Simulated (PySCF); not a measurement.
Structure from NMR data

An unknown has the formula C$_{5}$H$_{5}$NO. Its calculated NMR data are:

¹H NMR (400 MHz, computed): δ 8.69 (d, 2H), 6.73 (d, 2H), 4.40 (br s, 1H).

¹³C{¹H} NMR (computed): δ 170.3 (C), 159.8 (CH), 114.5 (CH).

Theoretical values (PySCF): PBE0-D3(BJ)/def2-TZVP structure, GIAO B97-2/pcSseg-2 shieldings. No solvent, a single conformation, non-relativistic Hamiltonian, fast rotation and ring inversion assumed for equivalent nuclei.

Referencing at the same level of theory: TMS for ¹H, ¹³C.

Propose a structure and justify it.

## Answers


Rings plus π bonds: 4 (1 ring in the answer). 3 carbon signals for 5 carbons: some carbons are equivalent by symmetry or fast rotation. Carbon types of the structure: 1 × C, 4 × CH, leaving 1 H on heteroatoms. δC 170.3: aromatic carbon bearing oxygen; an ipso carbon deshielded by its heteroatom. δC 159.8: aromatic CH next to a ring nitrogen; the adjacent pyridine-type nitrogen withdraws density from it. δC 114.5: aromatic CH; resonance donation from the substituent shields this position. δH 8.69: hydrogen on an aromatic CH next to a ring nitrogen; ring current plus the neighbouring ring nitrogen. δH 6.73: hydrogen on an aromatic CH; ortho or para to a lone-pair donor, hence upfield of benzene. δH 4.40: hydrogen on a phenol-type oxygen; exchangeable; this is the value without hydrogen bonding to other molecules.

Structure: 4-Hydroxypyridine (SMILES Oc1ccncc1).

The shifts were computed for this structure.

OH/NH shifts are gas-phase values; hydrogen bonding in solution moves them, usually downfield. Shifts are as computed. Against solution values, carbons near 30 ppm lie about +3 ppm off and those near 130 ppm about +7 ppm. Of 1211 compounds with measured shifts, 218 miss one by over three times the rms of a fit or turn the order of signals round; such compounds aren't used in these exercises. No couplings were computed; multiplicities are counted from neighbouring protons, with m where these are inequivalent, close in shift, in a saturated or five-membered ring or joined by F or P, and br s for small geminal =CH2 splittings.
